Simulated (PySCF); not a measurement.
SMILES C([CH2][GeH3])B(C)C, GFN2-xTB optimised geometry.

```
19

Ge    -2.69    -0.68     0.00
C     -0.72    -0.68     0.00
C     -0.15     0.06    -1.23
B      1.43     0.00    -1.17
C      2.19    -1.32    -1.56
C      2.23     1.26    -0.67
H     -3.28    -1.38     1.18
H     -3.23     0.71     0.00
H     -3.23    -1.35    -1.23
H     -0.35    -0.20     0.91
H     -0.35    -1.71     0.02
H     -0.54    -0.43    -2.13
H     -0.54     1.08    -1.23
H      2.94    -1.12    -2.33
H      2.75    -1.71    -0.71
H      1.55    -2.12    -1.94
H      3.28     1.07    -0.44
H      1.77     1.71     0.21
H      2.21     2.03    -1.44
```

Density from PBE0/def2-SVP run with PySCF at that geometry.

Minimum of the electron density along straight lines between bonded atoms, close to the bond critical point (lines longer than 1.1 times the sum of covalent radii, or with two minima, are not listed):

```csv
bond,length / Å,ρ at the minimum / e bohr⁻³,∇²ρ there / e bohr⁻⁵,position (fraction from the first atom)
Ge1–C2,1.972,0.126,0.03,0.47
C2–C3,1.540,0.228,-0.48,0.51
C3–B4,1.584,0.180,-0.17,0.68
B4–C5,1.576,0.179,-0.14,0.32
B4–C6,1.576,0.179,-0.14,0.32
Ge1–H7,1.499,0.140,0.08,0.59
Ge1–H8,1.497,0.141,0.08,0.59
Ge1–H9,1.497,0.141,0.08,0.59
C2–H10,1.092,0.273,-0.97,0.62
C2–H11,1.091,0.273,-0.98,0.62
C3–H12,1.094,0.270,-0.94,0.62
C3–H13,1.093,0.272,-0.95,0.62
C5–H14,1.090,0.267,-0.93,0.62
C5–H15,1.090,0.267,-0.93,0.62
C5–H16,1.088,0.273,-0.97,0.62
C6–H17,1.087,0.273,-0.97,0.62
C6–H18,1.089,0.268,-0.94,0.62
C6–H19,1.091,0.265,-0.92,0.62
```
